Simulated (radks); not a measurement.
Values are calculated unless marked as measured or tabulated.
Gd48+, configuration [Ne] 3s2 3p4. Code: a radial shooting solver on a logarithmic mesh with Libxc functionals. Model: scalar-relativistic Kohn-Sham, SCAN, spin-polarised, spherical densities, finite nucleus; open shells are filled with parallel spins first (spin-orbit coupling, left out, can overturn this in heavy ions); meta-GGA in the generalised Kohn-Sham scheme; Fermi nuclear charge, rms radius 5.1569 fm. Some entries of the table are withheld. Estimate them.

orbital,occ.,eigenvalue (eV),<1/r> (bohr^-1)
1s up,1,-53415.39,71.65
1s down,1,-53408.61,71.66
2s up,1,(1),16.84
2s down,1,(2),16.84
2p up,3,-10533.51,15.69
2p down,3,-10526.42,15.68
3s up,1,-4487.292,6.767
3s down,1,-4463.784,6.749
3p up,3,-4211.903,6.408
3p down,1,-4188.238,6.400

Answer. 
(1) 2s up eigenvalue (eV): -11424.24
(2) 2s down eigenvalue (eV): -11419.92
